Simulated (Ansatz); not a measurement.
`O[SiH2][NH][GeH3]` + H₂ → `[SiH3][NH][GeH3]` + H₂O  (hydrogenolysis of the Si–O bond)

Gas-phase electronic energies from Ansatz, PBE0-D4/def2-TZVP geometries. CBS: MP2 limit from def2 TZ/QZ plus the TZ coupled-cluster correction, frozen cores. This one scheme is used for every species. Functionals use def2-TZVPP. B3LYP here is the variant with VWN-RPA as its local correlation; programs differ in this. For Ge outer-core shells are correlated without core-valence functions, which leaves a few kJ/mol of doubt a bond. Scalar relativity is left out up to krypton. One conformer a species, not always the lowest.

```csv
level,ΔE (kJ/mol),difference from CCSD(T)/CBS
PBE-D4,85.8,-3.6
r2SCAN-D4,95.3,5.9
PBE0-D4,84.2,-5.2
B3LYP-D4,91.2,1.8
ωB97X-V,89.3,-0.1
ωB97M-V,91.9,2.5
B2PLYP,90.7,1.3
PBE,82.7,-6.7
r2SCAN,94.5,5.1
PBE0,81.5,-7.9
B3LYP,86.3,-3.1
HF/def2-TZVPP,82.4,-7.0
MP2/def2-TZVPP,95.2,5.8
SCS-MP2/def2-TZVPP,91.9,2.5
CCSD/def2-TZVPP,86.3,-3.1
CCSD(T)/def2-TZVPP,88.8,-0.6
HF/def2-QZVPP,82.9,-6.5
MP2/def2-QZVPP,95.7,6.3
SCS-MP2/def2-QZVPP,92.4,3.0
HF/CBS(def2),83.0,-6.4
MP2/CBS(def2),95.7,6.3
CCSD/CBS(def2),86.8,-2.6
CCSD(T)/CBS,89.4,0
```

Largest T1 diagnostic among the species: 0.011.

The D4 term adds +4.9 kJ/mol with B3LYP and +2.7 kJ/mol with PBE0; it sums over pairs of atoms, weighted by their polarisabilities, and B3LYP, whose exchange is more repulsive, gets the larger term. In def2-TZVPP, CCSD(T) changes the Hartree–Fock value by +6.5 kJ/mol (the triples alone add +2.6 kJ/mol) and MP2 by +12.8 kJ/mol.

CCSD(T)/CBS has its own doubt, a few kJ/mol and more with outer-core shells, so smaller differences from it don't rank the levels.
